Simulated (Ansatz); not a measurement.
`[OH][Al]([F])[Br]`. The species carries charge 0 and has multiplicity 1. Correlated methods include outer-core shells of Br, which these sets cover unevenly. Scalar relativity is left out up to krypton.

Z-matrix (Å, degrees):
```
Al
O 1 1.676
Br 1 2.233 2 122.9
F 1 1.635 2 118.3 3 180.0
H 2 0.956 1 123.3 3 -0.0
```

Task: Give the diagnostics of a CCSD(T)/def2-TZVPP run (frozen core, Ansatz). (Best estimate.)

Result: The calculation gave: T1 = 0.0100, largest single amplitude 0.021, largest double 0.024, (T) share of the correlation energy 3.1 %, 9 CCSD cycles. The RHF solution is stable towards an unrestricted one. T1 lies under the customary mark of 0.02 for closed shells.
